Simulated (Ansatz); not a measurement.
Mulliken charges of C₃H₅B (`BC#CC`) from B3LYP/def2-TZVPP in Ansatz (PBE0-D4/def2-TZVP geometry).

| atom | x (Å) | y (Å) | z (Å) | charge (e) |
| --- | --- | --- | --- | --- |
| B1 | -0.087 | 2.047 | -1.053 | -0.103 |
| C2 | -0.033 | 0.719 | -0.373 | 0.113 |
| C3 | 0.013 | -0.361 | 0.181 | -0.152 |
| C4 | 0.079 | -1.644 | 0.839 | -0.284 |
| H5 | 0.201 | 2.142 | -2.209 | 0.036 |
| H6 | -0.416 | 3.021 | -0.443 | 0.036 |
| H7 | 1.116 | -1.868 | 1.103 | 0.119 |
| H8 | -0.272 | -2.443 | 0.180 | 0.119 |
| H9 | -0.513 | -1.659 | 1.757 | 0.118 |

Q: By hand: the dipole of these point charges (1 e Å = 4.8032 D).

A: Σ q r = (0.013, -0.131, 0.065) e Å, of length 0.147 e Å = 0.71 D.

Q: How does the dipole of the full density compare? (Estimate.)

A: Ansatz gave: (0.029, -0.419, 0.213) e Å, 2.26 D; the point charges give 0.31 times that, at 2° from its direction.

Point charges leave out the atoms' own dipoles, such as those of lone pairs, and Mulliken's split depends on the basis, so the two needn't agree.

B3LYP here is the variant with VWN-RPA as its local correlation; programs differ in this.
